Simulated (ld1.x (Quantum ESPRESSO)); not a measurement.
u(r) = r·R(r): atom against pseudo-atom (C (Z = 6))

Columns: radius, all-electron u(r) and pseudo u(r) of the 2p shell (level -5.29 eV) of carbon in the configuration [He] 2s2 2p2; PBE, non-relativistic, TM scheme, ld1.x (Quantum ESPRESSO) 7.5.

```tsv
r (bohr)	all-electron	pseudo
0.090	0.0393	0.0162
0.180	0.1235	0.0632
0.270	0.2215	0.1362
0.360	0.3182	0.2279
0.450	0.4062	0.3293
0.540	0.4823	0.4307
0.630	0.5458	0.5236
0.720	0.5980	0.6013
0.810	0.6391	0.6603
0.900	0.6697	0.7000
0.990	0.6906	0.7222
1.080	0.7031	0.7306
1.170	0.7085	0.7289
1.260	0.7078	0.7208
1.350	0.7022	0.7091
1.440	0.6924	0.6953
1.530	0.6794	0.6802
1.620	0.6638	0.6640
1.710	0.6463	0.6463
1.800	0.6273	0.6273
1.890	0.6072	0.6072
1.980	0.5864	0.5864
2.070	0.5652	0.5652
2.160	0.5439	0.5439
2.250	0.5225	0.5225
2.340	0.5013	0.5013
```

(1) How many radial nodes do the two functions have?

(2) At about which radius was the pseudo-wave matched?

(3) Is the pseudo-wave norm-conserving?

Results:

(1) The all-electron 2p function has n − l − 1 = 0; the pseudo-wave has 0.

(2) 1.80 bohr. The columns agree to 0.0005 from 1.62 bohr on; several derivatives are matched, so the curves merge somewhat inside the radius.

(3) Yes: the TM scheme keeps the norm inside the radius equal to the all-electron one, which fixes the energy derivative of the logarithmic derivative at the level.
